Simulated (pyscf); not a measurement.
`[CH3][CH]([F])[CH][F]`, doublet

Gas-phase minimum from PySCF at ωB97X-D3(BJ)/def2-SVP, one conformer. H₃C–CH(F)–CH•–F lies 8.1 kcal/mol over its isomer •H₂C–C(CH₃)(F)–F, and others may lie lower still (electronic energy, ωB97M-D3(BJ)). 

SMILES: CC(F)[CH]F
```xyz
10

C     -1.4257    -1.0971     0.9079
C     -0.3586    -0.0195     0.9340
F      0.2880    -0.0739     2.1784
C      0.6341    -0.1830    -0.1555
F      1.3696     0.8850    -0.4663
H     -0.9622    -2.0944     0.9664
H     -2.0196    -1.0365    -0.0163
H     -2.0959    -0.9774     1.7712
H     -0.8019     0.9887     0.8549
H      1.1044    -1.1409    -0.4061
```
Charge 0, spin multiplicity 2.

Bond lengths (Å): C1–C2 1.517, C1–H6 1.101, C1–H7 1.100, C1–H8 1.099, C2–F3 1.403, C2–C4 1.483, C2–H9 1.104, C4–F5 1.334, C4–H10 1.096. Bond angles (°): C2–C1–H6 110.3, C2–C1–H7 110.8, C2–C1–H8 109.8, H6–C1–H7 108.8, H6–C1–H8 108.3, H7–C1–H8 108.9, C1–C2–F3 108.2, C1–C2–C4 112.3, C1–C2–H9 111.4, F3–C2–C4 109.8, F3–C2–H9 106.5, C4–C2–H9 108.5, C2–C4–F5 116.9, C2–C4–H10 123.5 (the first ones only).

Properties at ωB97X-D3(BJ)/def2-SVP:

| Quantity | Value |
|---|---|
| Harmonic wavenumbers, unscaled | 97, 231, 245, 357, 387, 528, 616, 882, 936, 1092, 1146, 1178, 1239, 1304, 1358, 1413, 1456, 1478, 1498, 3078, 3098, 3177, 3188, 3215 cm⁻¹ |
| Zero-point energy | 47.5 kcal/mol |
| Rotational symmetry number | 1 |
| Entropy of this conformer at 298 K and 1 atm, rigid rotor and harmonic oscillator, modes under 100 cm⁻¹ raised to 100 | 322.2 J/(mol K) |
| Dipole moment | 2.07 D |
| Spin expectation value S2 | 0.753 |

Single-point totals, which compare only within one level:

```
level                   total energy (hartree)
----------------------  ----------------------
ωB97X-D3(BJ)/def2-TZVP              -317.15205
PBE/def2-TZVP                       -316.73028
r²SCAN/def2-TZVP                    -316.92719
B3LYP-D3(BJ)/def2-TZVP              -317.09441
PBE0-D3(BJ)/def2-TZVP               -316.75051
M06-2X/def2-TZVP                    -316.94945
ωB97M-D3(BJ)/def2-TZVP              -317.13957
```

Soft torsions are taken as harmonic, which can shift the entropy by several J/(mol K).
